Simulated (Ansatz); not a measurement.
Coupled-cluster diagnostics for Pt2H2 (the lowest singlet isomer of a short search), Ansatz.

Geometry of the singlet (PBE0-D4/def2-TZVP):

```xyz
4

Pt    0.003   -0.929    0.892
Pt    0.089    1.275   -0.159
H    -1.259    1.085   -0.807
H     1.167   -1.431    0.074
```

In the def2 sets Pt takes a core potential; there is no spin–orbit coupling. Correlated methods freeze no core orbitals; core or outer-core shells of Pt are correlated, in sets that lack core-valence functions. In CCSD on the charge 1 doublet the largest single amplitude is 0.39, so its Hartree–Fock determinant may place the open shell otherwise than the density functionals do. The structure comes from a short search, and lower isomers may exist.

Geometry of the charge 0 triplet (PBE0-D4/def2-TZVP):

```xyz
4

Pt   -0.966   -0.705   -0.192
Pt    0.966    0.706    0.191
H     0.366    2.115    0.288
H    -0.366   -2.115   -0.288
```

Geometry of the charge 0 quintet (PBE0-D4/def2-TZVP):

```xyz
4

Pt    0.3745   -0.0722    0.7596
Pt   -0.8281    0.6764   -1.2506
H    -1.3365   -0.1785    0.3485
H     1.7901   -0.4257    0.1425
```

**Question.** Estimate the CCSD(T) correlation energy, the shares of MP2 and (T), T1 and the reference's ⟨S²⟩ for: charge 0, singlet, own geometry in def2-TZVPP; charge 0, singlet, own geometry in def2-TZVPD; charge 0, triplet, own geometry in def2-TZVPP; charge 0, quintet, own geometry in def2-TZVPP; charge 1, doublet, vertical in def2-TZVPP; charge -1, doublet, vertical in def2-TZVPD; and the rough time on 4 threads of Arm Neoverse V2 on a shared host.

**Answer.** 
```tsv
state	basis	correlation (eV)	MP2 share (%)	(T) share (%)	T1	⟨S²⟩ (pure)	wall time	remarks
charge 0, singlet, own geometry	def2-TZVPP	-33.791	103.3	4.5	0.027	0.00 (0.00)	39 s	restricted SCF unstable
charge 0, singlet, own geometry	def2-TZVPD	-24.363	104.9	3.8	0.032	0.00 (0.00)	14 s	restricted SCF unstable
charge 0, triplet, own geometry	def2-TZVPP	-33.237	101.0	4.6	0.051	2.12 (2.00)	3 min	large T1 (0.051), spin-contaminated (⟨S²⟩ 2.12)
charge 0, quintet, own geometry	def2-TZVPP	-31.689	100.3	4.1	0.091	6.09 (6.00)	6 min	large T1 (0.091)
charge 1, doublet, vertical	def2-TZVPP	-31.860	100.4	4.1	0.089	1.27 (0.75)	4.9 min	large T1 (0.089), spin-contaminated (⟨S²⟩ 1.27)
charge -1, doublet, vertical	def2-TZVPD	-25.050	104.8	4.0	0.039	0.87 (0.75)	61 s	spin-contaminated (⟨S²⟩ 0.87)
```
Customary marks for T1 are 0.02 (closed shells), 0.045 (open shells) and about 0.05 (3d metals). T1 exceeds 0.02 in 6 of 6 rows and 0.045 in 3; the higher it lies, the less the single-reference result can be trusted.
